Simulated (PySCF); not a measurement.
H3P2, SMILES [PH]P, multiplicity 2. Atoms are numbered in the order given.

```xyz
5

P      0.9630    -0.4332     0.4120
P     -0.8857     0.3148    -0.4544
H      1.6728     0.7345     0.0087
H     -1.0552     1.5052     0.3022
H     -1.7762    -0.4647     0.3261
```
Charge 0, spin multiplicity 2.

The structure is a stationary point at r2SCAN-D4/def2-TZVP. The isomer is the one that the SMILES or the coordinates give; other isomers of the formula were not compared.

Computed with CAM-B3LYP/def2-TZVPD (PySCF).

Mulliken values depend strongly on the basis, most of all with diffuse functions as here. Atomic charges (e):

| atom | meta-Löwdin | Mulliken | Mulliken spin |
|---|---|---|---|
| P1 | … | -0.06 | 0.95 |
| P2 | … | -0.13 | 0.03 |
| H3 | … | 0.05 | -0.02 |
| H4 | … | 0.07 | 0.04 |
| H5 | … | 0.06 | 0.01 |

**Question.** Fill in the missing entries. (An estimate is asked for; the answer gives what the named calculation found.)

**Answer.** 
- P1, meta-Löwdin: -0.05
- P2, meta-Löwdin: 0.02
- H3, meta-Löwdin: 0.01
- H4, meta-Löwdin: 0.01
- H5, meta-Löwdin: 0.01
